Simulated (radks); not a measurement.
Results of a calculation; reference values are marked as such.
All-electron atom: Cd3+ in [Kr] 4d9.

Level of theory: Dirac Kohn-Sham, LDA (Slater exchange, Perdew-Wang correlation), spin-unpolarised, spherical densities, point nucleus; open shells fill j = l - 1/2 first (a radial shooting solver on a logarithmic mesh with Libxc functionals).

Energy parts (Ry):
| part | energy |
|---|---|
| total | -11177.19683 |
| kinetic | 11718.02808 |
| electron-nucleus | -27011.44139 |
| Hartree | 4413.19016 |
| exchange-correlation | -296.97368 |

Orbitals (lengths in bohr, moments of r in powers of bohr; r(90%) holds 90 % of the orbital's charge):
orbital  occ.  eigenvalue (Ry)  r(90%)      <r^4>  <1/r>
1s1/2       2        -1948.708  0.0546  4.077e-06  50.59
2s1/2       2        -291.5628   0.204  0.0007184  11.68
2p1/2       2        -271.7701   0.182  0.0004656  11.67
2p3/2       4        -257.6452   0.189  0.0005400  10.93
3s1/2       2        -56.46375   0.529    0.03324  4.098
3p1/2       2        -48.52195   0.527    0.03263  4.008
3p3/2       4        -45.99898   0.543    0.03672  3.828
3d3/2       4        -31.89017   0.527    0.03252  3.670
3d5/2       6        -31.37686   0.532    0.03375  3.624
4s1/2       2        -10.38647    1.27      1.129  1.592
4p1/2       2         -7.82080    1.37      1.538  1.474
4p3/2       4         -7.38105    1.42      1.749  1.416
4d3/2       4         -3.41732    1.85      5.064  1.120
4d5/2       5         -3.36000    1.87      5.305  1.106

The highest occupied level is 4d5/2 at -45.715 eV. For comparison, the ionisation energy in NIST's Atomic Spectra Database is 51 eV (theoretical). In exact Kohn-Sham theory the highest level is minus the ionisation energy, but local and semilocal functionals leave it too shallow, through self-interaction and a potential that decays too fast; potentials with the right tail come closer. Summed over all electrons, <r^2> = 25.92 bohr^2, which gives a Langevin (diamagnetic) susceptibility term of -20.5 x 10^-6 cm^3/mol. The density falls to 0.001 e/bohr^3 at r = 3.03 bohr.

Beside tabulated values, note that spin-unpolarised runs miss the spin-polarisation part of the exchange energy of open shells.
